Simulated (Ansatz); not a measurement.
CH2Cl2, charge +1, doublet, at a GFN2-xTB geometry (a state made from the parent by changing its charge; the spin is typed, not shown lowest); MP2/def2-SVPD in Ansatz (an electronic-structure program).

Ansatz was given this input:
Ansatz 0.2 input:
```yaml
crystal:
  periodic: [false, false, false]
  atoms:
    - {symbol: Cl, position_ang: [-1.48131343, 0.22251742, -0.01946418]}
    - {symbol: C, position_ang: [-0.00650185, -0.72482176, 0.05476107]}
    - {symbol: Cl, position_ang: [1.48507175, 0.19645772, -0.01218985]}
    - {symbol: H, position_ang: [-0.01401971, -1.32008177, 0.98798606]}
    - {symbol: H, position_ang: [-0.01086066, -1.45356506, -0.77843402]}
basis:
  gaussian:
    orbitals: def2-SVPD
total_charge: 1
magnetization: {spin_polarized: true, initial_magnetization: 1}
correlation: {method: mp2, electrons: outside_noble_gas}
accuracy: high
```

Q: Write the output that Ansatz gives for this input, abridged.

A: 
```
Functional definition: HF
1731 factors; integrals over basis functions are off by at most 4.1e-9 eV
mean field evaluation 1: about -26048.3081 eV, gradient 1.1e1 eV
mean field evaluation 2: about -26048.3128 eV, gradient 1.1e1 eV
mean field evaluation 4: about -26049.2840 eV, gradient 1.9e0 eV
mean field evaluation 8: about -26049.3395 eV, gradient 1.7e-1 eV
mean field evaluation 16: about -26049.3407 eV, gradient 1.1e-3 eV
mean field evaluation 32: about -26049.8672 eV, gradient 8.7e-7 eV
mean field evaluation 64: about -26048.5769 eV, gradient 1.4e-1 eV
mean field evaluation 96: about -26048.7479 eV, gradient 1.4e-8 eV
mean field evaluation 128: about -26049.7868 eV, gradient 2.7e-1 eV
mean field evaluation 160: about -26049.7491 eV, gradient 7.5e-6 eV
mean field evaluation 192: about -26049.4139 eV, gradient 6.5e-1 eV
mean field evaluation 224: about -26049.3406 eV, gradient 2.0e-2 eV
mean field -26049.86715220 eV, -957.3149606093 hartree, gradient 3.0e-8 eV, S^2 0.760353; 18 other end points of the search recorded, 0 dependent functions left out
11 core orbitals not correlated
reference -26049.86715220 eV, -957.3149606093 hartree; 10, 9 occupied and 69, 70 virtual orbitals, 1731 factors
second order -11.16567908 eV of doubles, -0.00000000 eV of singles
Total energy: -26061.03283128 eV, -957.7252917470 hartree
```
